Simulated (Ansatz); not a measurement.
Total energies of BMe3 (C3H9B) from Ansatz at r2SCAN-D4/def2-TZVPD, gas phase (1 Eh = 27.2114 eV = 2625.5 kJ/mol). The reference geometry is relaxed at r2SCAN-D4/def2-SVP.

```xyz
13

B     0.001    0.003    0.002
C     1.392   -0.081   -0.733
H     1.611   -1.137   -0.981
H     2.200    0.212   -0.037
H     1.487    0.519   -1.652
C    -0.237   -0.807    1.332
H    -1.102   -1.484    1.200
H    -0.549   -0.116    2.137
H     0.617   -1.401    1.692
C    -1.154    0.891   -0.597
H    -2.100    0.892   -0.034
H    -1.364    0.574   -1.636
H    -0.803    1.935   -0.694
```

| state | geometry | energy (Eh) |
| --- | --- | --- |
| charge 0 singlet | reference | -144.55765 |
| charge -1 doublet | reference | -144.52846 |
| free B atom (doublet) | – | -24.63682 |
| free C atom (triplet) | – | -37.83299 |
| free H atom (doublet) | – | -0.49993 |

(1) Work out the vertical electron affinity, to the doublet.

(2) What is the binding energy per atom against free atoms?

(1) E(charge 0 singlet) − E(charge -1 doublet) = -144.55765 − (-144.52846) = -0.02919 Eh = -0.79 eV; negative, so the extra electron isn't bound.

(2) Atoms: 1 × (-24.63682) + 3 × (-37.83299) + 9 × (-0.49993) = -142.63516 Eh. Binding: -142.63516 − (-144.55765) = 1.92249 Eh = 52.31 eV, or 4.02 eV for each of 13 atoms (no zero-point energy, no counterpoise term).

At r2SCAN-D4/def2-TZVPD the highest occupied level of the charge -1 doublet lies above zero (up to 1.95 eV). By energy differences it is unbound by 0.79 eV (vertical, against the charge 0 singlet, at r2SCAN-D4/def2-TZVPD) and held by the finite basis.
